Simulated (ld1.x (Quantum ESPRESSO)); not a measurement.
**Pd (Z = 46), PAW: configuration errors across variants**

ld1.x (Quantum ESPRESSO) 7.5 input, shortened:

```
&input
   title='Pd', zed=46., rel=2, dft='PZ', iswitch=3,
   config='[Kr] 4d8 5s0 5p0', rel_dist='average'
 /
 &inputp
   pseudotype=3, lpaw=.true., tm=.true., lloc=-1, rcloc=1.30,
   nlcc=.false.,
   which_augfun='BESSEL', rmatch_augfun=1.05
 /
6
5S  1  0   0.00   0.00  1.75  2.30  0.0
5S  1  0   0.00  -1.20  1.75  2.30  0.0
4P  2  1   6.00   0.00  1.35  1.60  0.0
5P  3  1   0.00   0.00  1.35  1.60  0.0
4D  3  2   8.00   0.00  1.30  1.40  0.0
4D  3  2   0.00  -1.30  1.30  1.40  0.0
 &test
   configts(1)='4p6 4d8 5s0 5p0'
 /
```

Open shells are filled in proportion to 2j + 1 (rel_dist='average').

All-electron excitation energies from the reference (eV): (1) 4p6 4d10 5s0 5p0 -30.475; (2) 4p6 4d9 5s0 5p0 -21.082; (3) 4p6 4d7 5s0 5p0 34.593; (4) 4p6 4d8 5s1 5p0 -16.674; (5) 4p6 4d9.5 5s0 5p0 -27.103; (6) 4p5 4d10 5s0 5p0 26.973; (7) 4p6 4d9 5s1 5p0 -29.036.

The default core radius of the base comes out at 0.64 bohr.

3 further variants failed, have other tests or another functional or relativity, and are left out.

Errors AE − PS in meV (a dash: test not solved or not reliable):

| change | (1) | (2) | (3) | (4) | (5) | (6) | (7) | bound ghosts |
| --- | --- | --- | --- | --- | --- | --- | --- | --- |
| base | -11 | -5.6 | -14 | +146 | -9.0 | +9.2 | +49 | not determined |
| core correction a·sin(br)/r model core inside 0.74 bohr | -10 | -4.7 | -11 | – | – | – | – | not determined |
| waves 4d (bound): rcut 1.30, rcutus 1.94 bohr; 4d channel at -1.3 Ry: rcut 1.30, rcutus 1.94 bohr | -7.7 | -3.1 | -5.0 | +22 | -5.7 | +25 | -1.7 | not determined |

**Question.** Give the same row for: local potential all-electron potential smoothed inside 2.26 bohr (lloc = -1).

**Answer.** -14, -6.8, -16, +1.0, -11, -1.2, -4.0; bound ghosts: not determined.
